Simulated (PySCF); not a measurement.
**From a raw peak list to a structure**

Formula C5H6O2. The spectrum was simulated from the full spin Hamiltonian at 400 MHz with 1.0 Hz Lorentzian lines, from shifts rounded to 0.01 ppm and J to 0.1 Hz, couplings under 1 Hz left out.

```tsv
region	integral (H)	ppm	Hz	height
1	1	8.022	3208.8	100
1		8.018	3207.3	100
2	1	6.853	2741.4	58
2		6.850	2740.2	77
2		6.850	2739.9	77
2		6.847	2738.7	59
3	2	6.115	2446.0	20
3		6.088	2435.1	15
3		6.069	2427.7	67
3		6.042	2416.7	81
3		6.029	2411.4	72
3		6.022	2408.7	81
3		5.982	2393.0	22
3		5.976	2390.2	14
4	1	5.480	2192.1	16
4		5.476	2190.5	24
4		5.473	2189.3	31
4		5.471	2188.2	23
4		5.467	2186.7	16
4		5.453	2181.1	15
4		5.449	2179.5	21
4		5.446	2178.3	28
4		5.443	2177.2	21
4		5.439	2175.7	15
5	1	5.044	2017.7	37
5		5.042	2016.6	75
5		5.038	2015.4	74
5		5.036	2014.3	37
```

13C{1H} NMR (computed): δ 161.1, 158.1, 140.5, 122.5, 111.2.

Computed data (PySCF 2.14): PBE0/pcSseg-1 with gauge-including orbitals, spin–spin couplings from B3LYP/pcJ-1 (without the spin–dipole term), structure optimised with PBE0-D3(BJ)/def2-SVP. In vacuum, relativity neglected, one computed conformer.

Chemical shifts δ = σref − σ; 1H (σref 31.27), 13C (σref 184.41) vs TMS, all at this level.

Task: Analyse the multiplets.

Result: 1H NMR (400 MHz, computed): δ 8.02 (d, J = 1.5 Hz, 1H), 6.85 (t, J = 1.4 Hz, 1H), 6.07 (m, 1H), 6.01 (m, 1H), 5.46 (m, 1H), 5.04 (q, J = 1.2 Hz, 1H). These are first-order names from the parameters used; overlap and second-order distortion can hide them in the list.

Task: What is the compound?

Result: `C=CC(=C)OC=O`.

Atom-mapped SMILES (the numbers label the heavy atoms): `[CH2:1]=[CH:2][C:3](=[CH2:4])[O:5][CH:6]=[O:7]` (H(Xn): hydrogen on atom n). Ha(C4) is cis to C2; Ha(C1) is cis to C3; Hb(C4) is trans to C2; Hb(C1) is trans to C3.

- δ 8.02: H(C6), hydrogen on an ester carbonyl carbon, coupled to Ha(C4) (1.5 Hz).
- δ 6.85: Hb(C4), hydrogen on a β carbon of an enol-ether or enamine type C=C, coupled to Hb(C1) and Ha(C4) (1.4 Hz).
- δ 6.07: H(C2), hydrogen on an alkene CH, coupled to Ha(C1) (18.4 Hz), Hb(C1) (12.1 Hz).
- δ 6.01: Ha(C1), hydrogen on a terminal =CH2 carbon, coupled to H(C2) (18.4 Hz), Hb(C1) (1.6 Hz).
- δ 5.46: Hb(C1), hydrogen on a terminal =CH2 carbon, coupled to H(C2) (12.1 Hz), Hb(C4) and Ha(C1) and Ha(C4) (1.5 Hz).
- δ 5.04: Ha(C4), hydrogen on a β carbon of an enol-ether or enamine type C=C, coupled to H(C6) and Hb(C1) and Hb(C4) (1.2 Hz).

The shifts were computed for this structure.

Splittings below 1 Hz are ignored in the labels, and close J values are merged. Unscaled 3J(H,H) at this level run about 10 % above measured values. Shifts are as computed. Against solution values, carbons near 30 ppm lie about +2 ppm off and those near 130 ppm about +5 ppm. Of 1211 compounds with measured shifts, 218 miss one by over three times the rms of a fit or turn the order of signals round; such compounds aren't used in these exercises.
